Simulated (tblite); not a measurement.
Calculated harmonic vibrations of the isolated species, GFN2-xTB (tblite), most abundant isotopes, no scaling. The method is semi-empirical: single wavenumbers can be off by several per cent or more. Modes of hydrogen on germanium and silicon can be 10 to 20 % off. One conformer each. Thermal functions are those of the rigid rotor and harmonic oscillator, without mixing of conformers.

Question: Order these by their heat capacity Cp at 298.15 K, highest first (J/(mol K)).
A. `C[C@@H]1C[C@H]2C[C@@H]1C[C@@H]2Cl`
B. `[GeH3][C@@H]1C[C@@H]1C1CCC1`
C. `Fc1nncn1C1CC1`
D. `CCC[C@@H]1C[C@H]1C1CCC1`
E. `C=C[C@@H]1[GeH2][CH2][C@@H]1CC`
F. `C1N[Si@@H](C)N(C)[SiH2]1`

Answer: D (182.1), E (174.2), F (170.5), B (160.9), A (144.6), C (123.5).

```csv
SMILES,atoms,mass (u),symmetry number,modes under 300 cm⁻¹,ZPE (kJ/mol),S translation (J/(mol K)),S rotation,S vibration,S,Cp
CCC[C@@H]1C[C@H]1C1CCC1,28,138.14,1,9,670.8,170.3,126.5,149.8,446.7,182.1
C=C[C@@H]1[GeH2][CH2][C@@H]1CC,22,172.03,1,7,479.6,173.1,125.2,123.3,421.6,174.2
CN1[SiH2]CN[Si@H]1C,19,132.05,1,8,388.9,169.8,119.9,129.5,419.2,170.5
[GeH3][C@@H]1C[C@@H]1C1CCC1,22,172.03,1,6,481.1,173.1,125.3,114.7,413.0,160.9
C[C@@H]1C[C@H]2C[C@@H]1C[C@@H]2Cl,22,144.07,1,4,507.5,170.8,122.4,78.0,371.2,144.6
Fc1nncn1C1CC1,15,127.05,1,5,291.9,169.3,119.9,72.7,361.9,123.5
```

Entropies and Cp are for 298.15 K and 1 bar.
